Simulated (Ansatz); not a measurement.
Program: Ansatz. Geometries: PBE0-D4/def2-TZVP. ΔE: electronic, gas phase. CBS: MP2 limit from def2 TZ/QZ plus the TZ coupled-cluster correction, frozen cores. DFT in def2-TZVPP. HSE06 is defined as in plane-wave codes. Each species was taken in one conformer, which may not be the lowest.

`O[SiH2]CS` → `OCS[SiH3]`  (isomerisation)

`O[SiH2]CS`:

Z-matrix (Å, degrees):
```
Si
C 1 1.876
O 1 1.643 2 109.5
H 1 1.491 2 106.8 3 -121.6
H 1 1.484 2 112.3 3 118.1
S 2 1.818 1 108.8 3 55.0
H 2 1.093 1 109.8 3 -59.5
H 2 1.092 1 114.3 3 179.4
H 3 0.962 1 114.2 2 -43.7
H 6 1.344 2 97.1 1 57.1
```

`OCS[SiH3]`:

```xyz
10

O    -0.490   -0.835   -1.858
C    -0.701   -1.126   -0.516
S    -1.305    0.290    0.488
Si    0.572    1.151    0.993
H     0.197   -0.166   -1.930
H    -1.498   -1.867   -0.472
H     0.188   -1.539   -0.027
H     0.294    2.420    1.707
H     1.369    1.433   -0.235
H     1.375    0.238    1.849
```

(1) Is it downhill or uphill in electronic energy at CCSD(T)/CBS, and by how much? (Estimate.)

(2) What do these levels give: BLYP-D4, PBE0-D4, r2SCANh-D4, r2SCAN0-D4, HSE06-D4, ωB97M-V, PBE-QIDH, r2SCAN, CCSD/def2-SVP, SCS-MP2/def2-TZVPP, CCSD(T)/def2-TZVPP, SCS-MP2/def2-QZVPP? (Best estimate.)

(3) What do rigid-rotor, harmonic-oscillator terms from PBE0-D4/def2-TZVP frequencies (298.15 K, 1 bar) make of the CCSD(T)/CBS value? (An estimate is asked.)

Largest T1 diagnostic among the species: 0.012.

Results:

(1) Computed: Uphill: ΔE = +123.3 kJ/mol.

(2) The calculation gave: BLYP-D4 110.7, PBE0-D4 110.5, r2SCANh-D4 116.9, r2SCAN0-D4 119.1, HSE06-D4 110.2, ωB97M-V 121.7, PBE-QIDH 120.0, r2SCAN 115.2, CCSD/def2-SVP 104.0, SCS-MP2/def2-TZVPP 125.4, CCSD(T)/def2-TZVPP 122.2, SCS-MP2/def2-QZVPP 126.5 kJ/mol.

(3) Ansatz gave: ΔZPE = +2.0 kJ/mol, ΔH = +125.8 kJ/mol, ΔS = 10 J/(mol·K), ΔG = +122.8 kJ/mol.

From PBE to PBE0 (25 % exact exchange), in def2-TZVPP and without D4, ΔE moves by +6.8 kJ/mol. At CCSD(T), def2-SVP lies −21.4 kJ/mol from the extrapolated value and def2-TZVPP −1.1 kJ/mol.
